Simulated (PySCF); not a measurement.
GeH₆O₂Si, SMILES [OH][GeH]([OH])[SiH3].

Geometry optimised at TPSSh-D3(BJ)/def2-SVP. The structure was generated by enumeration, and PubChem lists no compound with its InChIKey, so it may never have been made. The values are those of a single conformer.

Two levels are set side by side: PBE/def2-TZVP (PySCF) and B3LYP/def2-TZVP (PySCF). Same geometry, gas phase. Differences are taken from unrounded values.

```tsv
quantity	B3LYP	PBE	PBE minus B3LYP
orbital gap (eV)	7.44	5.71	-1.73
highest occupied level (eV)	-7.91	-6.78	1.13
lowest empty level (eV)	-0.47	-1.07	-0.60
dipole moment (D)	0.37	0.28	-0.09
mean polarisability (bohr³)	66.3	69.0	2.7
```

PBE's occupied levels lie high since its potential decays too fast outside the molecule; exact exchange lowers them and widens the gap. Loosely held outer electrons make PBE densities more polarisable. Differences between two approximate levels are no errors against the true value.

Rough cost on one machine, each run with all the roots and properties that it gave: B3LYP against PBE within a factor of 2.
